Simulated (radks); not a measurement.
Neutral tin inside a hard spherical wall (all orbitals vanish at R), configuration held at [Kr] 4d10 5s2 5p2 and not refilled when levels cross. All-electron calculation, scalar-relativistic Kohn-Sham, PBEsol, spin-unpolarised, spherical densities, finite nucleus; Fermi nuclear charge, rms radius 4.6519 fm. Program: a radial shooting solver on a logarithmic mesh with Libxc functionals. Eigenvalues in eV, with the zero of energy where the potential of the charges vanishes at infinity; a dash marks a level that is unbound or too diffuse for the functional's potential to be trusted. A positive occupied level is held by the wall or, in an anion where self-interaction has pushed it up, behind a barrier. The pressure on the wall is -dE/dV.

[
 {"R (bohr)": "free", "E (hartree)": "-6174.29185", "kinetic (hartree)": "6445.585", "e(4p)": "-89.565", "e(4d)": "-25.793", "e(5s)": "-10.595", "e(5p)": "-3.709", "e(6s, empty)": "-", "e(5d, empty)": "-", "pressure (GPa)": "0"},
 {"R (bohr)": "20", "E (hartree)": "-6174.29185", "kinetic (hartree)": "6445.585", "e(4p)": "-89.565", "e(4d)": "-25.793", "e(5s)": "-10.595", "e(5p)": "-3.709", "e(6s, empty)": "-0.379", "e(5d, empty)": "-", "pressure (GPa)": "< 0.0001"},
 {"R (bohr)": "15", "E (hartree)": "-6174.29185", "kinetic (hartree)": "6445.585", "e(4p)": "-89.564", "e(4d)": "-25.792", "e(5s)": "-10.594", "e(5p)": "-3.708", "e(6s, empty)": "-0.279", "e(5d, empty)": "0.970", "pressure (GPa)": "< 0.0001"},
 {"R (bohr)": "12", "E (hartree)": "-6174.29176", "kinetic (hartree)": "6445.586", "e(4p)": "-89.553", "e(4d)": "-25.781", "e(5s)": "-10.585", "e(5p)": "-3.699", "e(6s, empty)": "0.001", "e(5d, empty)": "1.378", "pressure (GPa)": "0.00157"},
 {"R (bohr)": "10", "E (hartree)": "-6174.29112", "kinetic (hartree)": "6445.592", "e(4p)": "-89.498", "e(4d)": "-25.727", "e(5s)": "-10.540", "e(5p)": "-3.655", "e(6s, empty)": "0.569", "e(5d, empty)": "1.929", "pressure (GPa)": "0.0176"},
 {"R (bohr)": "8", "E (hartree)": "-6174.28612", "kinetic (hartree)": "6445.626", "e(4p)": "-89.236", "e(4d)": "-25.468", "e(5s)": "-10.335", "e(5p)": "-3.426", "e(6s, empty)": "2.190", "e(5d, empty)": "3.105", "pressure (GPa)": "0.217"},
 {"R (bohr)": "7", "E (hartree)": "-6174.27554", "kinetic (hartree)": "6445.688", "e(4p)": "-88.858", "e(4d)": "-25.095", "e(5s)": "-10.045", "e(5p)": "-3.070", "e(6s, empty)": "4.095", "e(5d, empty)": "4.277", "pressure (GPa)": "0.827"},
 {"R (bohr)": "3", "E (hartree)": "-6171.98794", "kinetic (hartree)": "6454.547", "e(4p)": "-72.743", "e(4d)": "-9.698", "e(5s)": "9.746", "e(5p)": "23.065", "e(6s, empty)": "90.303", "e(5d, empty)": "47.785", "pressure (GPa)": "970"},
 {"R (bohr)": "2", "E (hartree)": "-6158.86345", "kinetic (hartree)": "6500.598", "e(4p)": "-36.561", "e(4d)": "28.023", "e(5s)": "87.708", "e(5p)": "114.22", "e(6s, empty)": "313.75", "e(5d, empty)": "159.89", "pressure (GPa)": "20500"},
 {"R (bohr)": "1.5", "E (hartree)": "-6119.59189", "kinetic (hartree)": "6624.409", "e(4p)": "30.529", "e(4d)": "103.93", "e(5s)": "273.39", "e(5p)": "313.06", "e(6s, empty)": "726.46", "e(5d, empty)": "370.17", "pressure (GPa)": "161000"}
]
